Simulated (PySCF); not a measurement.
M06-2X single point of doublet TcS3 at its PBE0 minimum.

An equivalent PySCF input for this run (the driver started from the density of an earlier step):

```python
from pyscf import gto, scf, dft
mol = gto.M(atom='''
Tc    -0.000000    -0.000000    -0.213079
S      2.036303    -0.000009     0.215841
S     -1.018144     1.763494     0.215842
S     -1.018159    -1.763486     0.215843''',
    basis={'Tc': 'def2-SVP', 'S': 'def2-SVP'},
    ecp={'Tc': 'def2-SVP'},
    charge=0, spin=1)
mf = dft.UKS(mol, xc='M062X')
mf.grids.atom_grid = (90, 434)
aux = {'Tc': 'def2-universal-JKFIT', 'S': 'def2-universal-JKFIT'}
mf = mf.density_fit(auxbasis=aux)
mf.conv_tol = 1e-08
mf.diis_space = 10
mf.max_cycle = 60
mf.verbose = 4
mf.kernel()
```

SCF log (excerpt):

```
init E= -1274.87583523345
cycle= 1 E= -1274.87861989629  delta_E= -0.00278  |g|= 0.0476  |ddm|= 0.144
cycle= 2 E= -1274.86850522995  delta_E= 0.0101  |g|= 0.158  |ddm|= 0.155
cycle= 3 E= -1274.87985233102  delta_E= -0.0113  |g|= 0.00522  |ddm|= 0.12
cycle= 4 E= -1274.8799373725  delta_E= -8.5e-05  |g|= 0.00289  |ddm|= 0.0177
cycle= 5 E= -1274.87997958209  delta_E= -4.22e-05  |g|= 0.00205  |ddm|= 0.012
cycle= 6 E= -1274.88001368793  delta_E= -3.41e-05  |g|= 0.00163  |ddm|= 0.0123
cycle= 7 E= -1274.88004302564  delta_E= -2.93e-05  |g|= 0.00118  |ddm|= 0.0144
cycle= 8 E= -1274.88006236091  delta_E= -1.93e-05  |g|= 0.00116  |ddm|= 0.0159
cycle= 9 E= -1274.8800682123  delta_E= -5.85e-06  |g|= 0.00038  |ddm|= 0.00894
cycle= 10 E= -1274.88006939457  delta_E= -1.18e-06  |g|= 0.000113  |ddm|= 0.00495
cycle= 11 E= -1274.8800694746  delta_E= -8e-08  |g|= 5.1e-05  |ddm|= 0.0011
cycle= 12 E= -1274.88006948229  delta_E= -7.69e-09  |g|= 1.85e-05  |ddm|= 0.000254
Extra cycle  E= -1274.88006948304  delta_E= -7.44e-10  |g|= 3.08e-05  |ddm|= 6.95e-05
converged SCF energy = -1274.88006948304  <S^2> = 0.82922841  2S+1 = 2.0777184
```

Other spin states or occupations of the open shell can lie lower.

This run, together with those of the ionised and electron-attached species (not shown), took 14 s on 2 threads of a shared Arm Neoverse V2 host, with 85 basis functions; the process peaked at 1 GiB.
